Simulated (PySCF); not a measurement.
## A survey of ²⁹Si NMR shifts

Theory: GIAO PBE0/pcSseg-1 shieldings, GFN2-xTB structure, in PySCF 2.14 (one conformer, non-relativistic Hamiltonian, gas phase, fast rotation and ring inversion assumed for equivalent nuclei).

Shieldings were converted by a linear fit to measured shifts: ²⁹Si: δ = 279.94 − 0.822σ (rms 8.9 ppm, 72 shifts, 25.8 ppm with the 6 outliers that the fit left out vs TMS, solution or neat liquid). Occasional misses reach two or three times the rms, and more in compound classes unlike the fitted ones.

Give the ²⁹Si shifts of `F[SiH2]C1CC1`, `CC#Cc1ccn([SiH3])c1F`, `C#C[Si@@H](OC)OCC[SiH3]`, `C[SiH](C)/C=C/C(=O)O[SiH3]`, `C=CO[Si@](O)([SiH3])C(=C)C`.

## Answers


| compound | environment | δ (ppm) |
| --- | --- | --- |
| F[SiH2]C1CC1 | silicon bonded to C, F, 2 H | 2.9 |
| CC#Cc1ccn([SiH3])c1F | silicon bonded to N, 3 H | -51.8 |
| [CH:1]#[C:2][Si@@H:3]([O:4][CH3:5])[O:6][CH2:7][CH2:8][SiH3:9] | Si3: silicon bonded to C, 2 O, H | -50.9 |
| [CH:1]#[C:2][Si@@H:3]([O:4][CH3:5])[O:6][CH2:7][CH2:8][SiH3:9] | Si9: silicon bonded to C, 3 H | -69.8 |
| [CH3:1][SiH:2]([CH3:3])/[CH:4]=[CH:5]/[C:6](=[O:7])[O:8][SiH3:9] | Si2: silicon bonded to 3 C, H | -22.2 |
| [CH3:1][SiH:2]([CH3:3])/[CH:4]=[CH:5]/[C:6](=[O:7])[O:8][SiH3:9] | Si9: silicon bonded to O, 3 H | -40.7 |
| [CH2:1]=[CH:2][O:3][Si@:4]([OH:5])([SiH3:6])[C:7](=[CH2:8])[CH3:9] | Si4: silicon bonded to C, 2 O, Si | -20.0 |
| [CH2:1]=[CH:2][O:3][Si@:4]([OH:5])([SiH3:6])[C:7](=[CH2:8])[CH3:9] | Si6: silicon bonded to Si, 3 H | -113.1 |
